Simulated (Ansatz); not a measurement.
`CSS[SiH2]O` → `[CH2]` (triplet) + `O[SiH2]SS`  (formal loss of a carbene)

Computed with Ansatz on PBE0-D4/def2-TZVP structures; ΔE is electronic, products minus reactants. CCSD(T)/CBS is the MP2 limit (def2-TZVPP, def2-QZVPP) plus CCSD(T) − MP2 in def2-TZVPP, frozen cores. This one scheme is used for every species. DFT in def2-TZVPP. B3LYP here is the variant with VWN-RPA as its local correlation; programs differ in this. HSE06 is defined as in plane-wave codes. Triplets are unrestricted, without spin–orbit coupling. One conformer a species, not always the lowest.

```csv
level,ΔE (kJ/mol),difference from CCSD(T)/CBS
LDA (SPW92),515.3,73.1
PBE-D4,451.5,9.3
revPBE-D4,439.6,-2.6
BLYP-D4,437.1,-5.1
r2SCAN-D4,421.5,-20.7
PBE0-D4,440.9,-1.3
B3LYP-D4,435.4,-6.8
r2SCANh-D4,419.2,-23.0
r2SCAN0-D4,416.2,-26.0
HSE06-D4,441.2,-1.0
BHLYP-D4,422.0,-20.2
CAM-B3LYP-D4,437.0,-5.2
ωB97M-V,443.5,1.3
B2PLYP,431.5,-10.7
PBE-QIDH,438.2,-4.0
PBE,443.6,1.4
revPBE,417.8,-24.4
BLYP,420.3,-21.9
r2SCAN,419.3,-22.9
PBE0,434.0,-8.2
r2SCANh,416.9,-25.3
r2SCAN0,413.7,-28.5
HSE06,434.8,-7.4
BHLYP,412.1,-30.1
CAM-B3LYP,429.9,-12.3
RPA@PBE/def2-TZVPP,419.6,-22.6
HF/def2-SVP,288.2,-154.0
CCSD/def2-SVP,405.2,-37.0
CCSD(T)/def2-SVP,415.1,-27.1
HF/def2-TZVPP,288.0,-154.2
MP2/def2-TZVPP,444.9,2.7
SCS-MP2/def2-TZVPP,443.3,1.1
CCSD/def2-TZVPP,415.0,-27.2
CCSD(T)/def2-TZVPP,428.4,-13.8
HF/def2-QZVPP,288.1,-154.1
MP2/def2-QZVPP,452.9,10.7
SCS-MP2/def2-QZVPP,452.5,10.3
HF/CBS(def2),288.2,-154.0
MP2/CBS(def2),458.7,16.5
CCSD/CBS(def2),428.8,-13.4
CCSD(T)/CBS,442.2,0
```

Largest T1 diagnostic among the species: 0.012.

Leaving LDA and LC-ωPBE aside and taking each functional with its dispersion term where it has one, the values spread over 35.3 kJ/mol, from r2SCAN0-D4 to PBE-D4. LDA lies +71.8 kJ/mol from PBE without D4. From PBE to PBE0 (25 % exact exchange), in def2-TZVPP and without D4, ΔE moves by −9.6 kJ/mol.

CCSD(T)/CBS has its own doubt, a few kJ/mol and more with outer-core shells, so smaller differences from it don't rank the levels.
